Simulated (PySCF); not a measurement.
Species: C2H9BGeO3.
Atom-mapped SMILES: `[CH3:1][O:2][B:3]([O:4][CH3:5])[O:6][GeH3:7]` (hydrogens: H8, H9, H10 on C1; H11, H12, H13 on C5; H14, H15, H16 on Ge7)

Geometry (PBE0-D3(BJ)/def2-SVP, Å), atoms numbered from 1 in this order:
```
atom  x, y, z in Å
C1     2.321    0.137    0.601
O2     1.036    0.658    0.387
B3    -0.009   -0.124   -0.021
O4     0.197   -1.450   -0.249
C5    -0.841   -2.293   -0.671
O6    -1.225    0.458   -0.201
Ge7   -1.471    2.215    0.084
H8     2.446   -0.180    1.650
H9     2.522   -0.730   -0.047
H10    3.060    0.924    0.389
H11   -1.308   -2.797    0.191
H12   -0.422   -3.066   -1.333
H13   -1.624   -1.740   -1.213
H14   -2.957    2.432   -0.239
H15   -0.574    3.016   -0.873
H16   -1.170    2.536    1.555
```

Level of theory: PBE0-D3(BJ)/def2-SVP geometry optimisation, gas phase (PySCF 2.14.0).

Masses are those of the commonest isotopes; rigid-rotor values at the optimised geometry. The values belong to one conformer with, in the numbering `[CH3:1][O:2][B:3]([O:4][CH3:5])[O:6][GeH3:7]`, C1–O2–B3–O4 -1°, O2–B3–O4–C5 180°, O2–B3–O6–Ge7 0°.

**Question.** What are A, B and C (MHz)?

**Answer.** Ia = 193.03, Ib = 508.38, Ic = 688.47 u·Å²; 505379 MHz·u·Å²/I gives A = 2618, B = 994.1, C = 734.1 MHz.

**Question.** Classify the top.

**Answer.** An asymmetric top: κ = (2 × 994.1 − 2618 − 734.1)/(2618 − 734.1) = -0.72.

**Question.** What does the inertial defect say?

**Answer.** Not planar: Δ = Ic − Ia − Ib = -12.94 u·Å². For a rigid frame Δ = −2 Σ m c², so Σ m c² = 6.47 u·Å² lies off the ab plane, practically all of it from hydrogen. The atom farthest from that plane is 1.28 Å away.

**Question.** Give the other two planar moments, Paa and Pbb, and the rms extents of the mass along the axes.

**Answer.** Paa = Σ m a² = (Ib + Ic − Ia)/2 = 501.91 and Pbb = Σ m b² = (Ia + Ic − Ib)/2 = 186.56 u·Å². With the mass M = 165.99 u, the rms extents √(P/M) along a, b and c are 1.74, 1.06, 0.20 Å.

**Question.** Which lines would a microwave search look for?

**Answer.** The dipole components are |μa| = 0.08 D, |μb| = 0.13 D, |μc| = 0.00 D. Intensities carry the squares of the components, which stand as 0.42 : 1.00 : 0.00 (a : b : c). Some lines, for components of 0.1 D or more:

```json
{"type": "b", "branch": "R", "J(Ka,Kc)": "3(1,2) ← 2(2,1)", "MHz": "683", "lower level (cm⁻¹)": "0.407"}
{"type": "b", "branch": "Q", "J(Ka,Kc)": "2(1,1) ← 2(0,2)", "MHz": "2173", "lower level (cm⁻¹)": "0.172"}
{"type": "b", "branch": "Q", "J(Ka,Kc)": "3(1,2) ← 3(0,3)", "MHz": "2657", "lower level (cm⁻¹)": "0.341"}
{"type": "b", "branch": "R", "J(Ka,Kc)": "4(1,3) ← 3(2,2)", "MHz": "2867", "lower level (cm⁻¹)": "0.580"}
{"type": "b", "branch": "R", "J(Ka,Kc)": "1(1,1) ← 0(0,0)", "MHz": "3352", "lower level (cm⁻¹)": "0.000"}
{"type": "b", "branch": "R", "J(Ka,Kc)": "2(1,2) ← 1(0,1)", "MHz": "4820", "lower level (cm⁻¹)": "0.058"}
{"type": "b", "branch": "Q", "J(Ka,Kc)": "2(2,0) ← 2(1,1)", "MHz": "4901", "lower level (cm⁻¹)": "0.244"}
{"type": "b", "branch": "R", "J(Ka,Kc)": "4(0,4) ← 3(1,3)", "MHz": "5545", "lower level (cm⁻¹)": "0.378"}
{"type": "b", "branch": "Q", "J(Ka,Kc)": "3(2,2) ← 3(1,3)", "MHz": "6060", "lower level (cm⁻¹)": "0.378"}
{"type": "b", "branch": "R", "J(Ka,Kc)": "3(1,3) ← 2(0,2)", "MHz": "6170", "lower level (cm⁻¹)": "0.172"}
{"type": "b", "branch": "R", "J(Ka,Kc)": "4(1,4) ← 3(0,3)", "MHz": "7439", "lower level (cm⁻¹)": "0.341"}
{"type": "b", "branch": "R", "J(Ka,Kc)": "2(2,1) ← 1(1,0)", "MHz": "8589", "lower level (cm⁻¹)": "0.120"}
{"type": "b", "branch": "Q", "J(Ka,Kc)": "3(3,1) ← 3(2,2)", "MHz": "8788", "lower level (cm⁻¹)": "0.580"}
{"type": "b", "branch": "R", "J(Ka,Kc)": "3(2,2) ← 2(1,1)", "MHz": "10057", "lower level (cm⁻¹)": "0.244"}
{"type": "b", "branch": "R", "J(Ka,Kc)": "3(2,1) ← 2(1,2)", "MHz": "10979", "lower level (cm⁻¹)": "0.218"}
{"type": "b", "branch": "R", "J(Ka,Kc)": "4(2,3) ← 3(1,2)", "MHz": "11391", "lower level (cm⁻¹)": "0.430"}
{"type": "b", "branch": "R", "J(Ka,Kc)": "4(2,2) ← 3(1,3)", "MHz": "13360", "lower level (cm⁻¹)": "0.378"}
{"type": "b", "branch": "R", "J(Ka,Kc)": "3(3,1) ← 2(2,0)", "MHz": "13943", "lower level (cm⁻¹)": "0.408"}
{"type": "b", "branch": "R", "J(Ka,Kc)": "3(3,0) ← 2(2,1)", "MHz": "13974", "lower level (cm⁻¹)": "0.407"}
{"type": "b", "branch": "R", "J(Ka,Kc)": "4(3,2) ← 3(2,1)", "MHz": "15611", "lower level (cm⁻¹)": "0.585"}
{"type": "b", "branch": "R", "J(Ka,Kc)": "4(3,1) ← 3(2,2)", "MHz": "15766", "lower level (cm⁻¹)": "0.580"}
{"type": "b", "branch": "R", "J(Ka,Kc)": "4(4,1) ← 3(3,0)", "MHz": "19195", "lower level (cm⁻¹)": "0.873"}
```

Stationary, but not proved a minimum. Constants of a rigid frame at the computed geometry: no zero-point averaging, no centrifugal distortion. A rigid rotor knows nothing of internal rotation, which can split or shift real lines. Quadrupole hyperfine structure (11B) is left out.
